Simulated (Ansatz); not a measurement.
**Worked example: the barrier**

An elementary step of SiN₂H₉Cl, closed shell (SiH₃Cl ([SiH3][Cl]) + NH₃ + NH₃ → SiNH₄Cl ([NH2][SiH2][Cl]) + NH₃ + H₂; bonds formed: H2–H8, H6–N9; dative contacts that become bonds: Si1–N7; bonds broken: Si1–H2, H6–N7, H8–N9). “Start” is the structure reached by relaxing down from the saddle towards the reactants; PBE0-D4/def2-TZVP structures. The saddle:

```csv
atom,x (Å),y (Å),z (Å)
Si1,-1.1310,-0.6050,0.5322
H2,-0.2744,-1.0513,-0.8187
H3,-1.7717,-1.9572,0.5027
H4,-1.8836,0.0091,1.6909
Cl5,-1.9937,0.9188,-0.7902
H6,1.1559,0.9197,-0.1577
N7,0.4658,-0.3073,1.2736
H8,0.4651,-0.1033,-1.2130
N9,1.0437,0.8596,-1.1884
H10,1.1608,-1.0271,1.1116
H11,0.4249,-0.0895,2.2609
H12,1.9236,0.8448,-1.6894
H13,0.4147,1.5888,-1.5144
```

Program: Ansatz 0.2.0. Basis: def2-TZVPP and def2-QZVPP. Cores are frozen in the correlated methods.

Energies in eV:

| quantity | saddle | start |
| --- | --- | --- |
| Hartree–Fock, triple zeta (X = 3) | -23473.12745 | -23475.14102 |
| Hartree–Fock, quadruple zeta (X = 4) | -23473.89262 | -23475.89409 |
| MP2 correlation, X = 3 | -22.47922 | -21.94809 |
| MP2 correlation, X = 4 | -24.23488 | -23.66937 |
| CCSD(T) correlation, X = 3 | -24.86111 | -24.38794 |

Question: Work out the barrier at the basis limit: extrapolate Hartree–Fock as E(X) = E∞ + A exp(−7.88 √X) and the MP2 correlation as E(X) = E∞ + B X^−2.97 (the exponents that Neese and Valeev fitted for def2-TZVPP and QZVPP), then add CCSD(T) − MP2 in triple zeta.

Answer: Each step is linear, so take the differences first (saddle − start): Hartree–Fock 2.01357 (X = 3) and 2.00147 (X = 4); MP2 correlation -0.53113 and -0.56551; CCSD(T) correlation -0.47317.
Two points give E∞ = E(4) + w [E(4) − E(3)], with w = 1/(exp(7.88 (2 − √3)) − 1) = 0.1377 for Hartree–Fock and w = 1/((4/3)^2.97 − 1) = 0.7407 for the correlation.
Hartree–Fock: 2.00147 + 0.1377 × (-0.01210) = 1.9998 eV.
MP2 correlation: -0.56551 + 0.7407 × (-0.03438) = -0.5910 eV.
CCSD(T) − MP2: -0.47317 − (-0.53113) = 0.0580 eV.
Sum: 1.9998 + (-0.5910) + 0.0580 = 1.4668 eV, or 33.83 kcal/mol. Plain CCSD(T) in triple zeta gives 1.5404 eV, so the larger basis shifts the result by -0.0736 eV.

T1 diagnostic: at most 0.010.

Labels in which every atom is bracketed show which atoms are joined, not bond orders.

For scale, one of the runs: CCSD(T)/def2-TZVPP, 272 basis functions, launched by `ansatz run in.yaml --threads 8 --pin off --events-out ev --progress --plain --max-ram 19148MiB`. Time: 110 s of wall clock on 8 CPU threads of an Arm Neoverse V1; the host was shared. Peak host memory: 7 GiB.
